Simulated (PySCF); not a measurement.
## How methods differ on the ionisation energy of Ga(22+)

Ga(22+) [He] 2s2 2p5 [2p1/2^2 2p3/2^3, M_J = 3/2] → Ga(23+) [He] 2s2 2p4 [2p1/2^2 2p3/2^2, M_J = 2], as a difference of total energies. All numbers are calculated (PySCF 2.14, the two-component X2C-1e Hamiltonian, in an uncontracted even-tempered set (18 s from 6.1 bohr⁻², ratio 2.4; 12 p from 7.9 bohr⁻², ratio 2.4; 5 d from 33 bohr⁻², ratio 2.6; 5 f from 50 bohr⁻², ratio 2.6)). Correlated levels: nothing frozen; the 36 highest virtual spinors dropped. "Screened" scales the spin-orbit matrix elements by Boettger's factors to mimic the two-electron term; Breit and QED terms are absent.

| method | ionisation energy (eV) |
| --- | --- |
| GHF (spin-free) | 2133.1 |
| GMP2 (spin-free) | 2134.6 |
| GHF (screened spin-orbit) | 2126.8 |
| GMP2 (screened spin-orbit) | 2128.3 |

For this ion Breit and QED terms and the two-electron picture change, all absent here, outweigh the correlation shift from GHF to GMP2.

The spin-free rows relax to the high-spin LS determinant and lack the spin-orbit shift.

The labels give the starting determinants; with spin-orbit coupling the two ends relaxed to ⟨J²⟩ = 3.75, ⟨L²⟩ = 2.00, ⟨S²⟩ = 0.75 and ⟨J²⟩ = 6.00, ⟨L²⟩ = 2.66, ⟨S²⟩ = 1.67.

For comparison: 2129 ± 4 eV (semi-empirical (NIST evaluation); NIST Atomic Spectra Database, ionization energies).
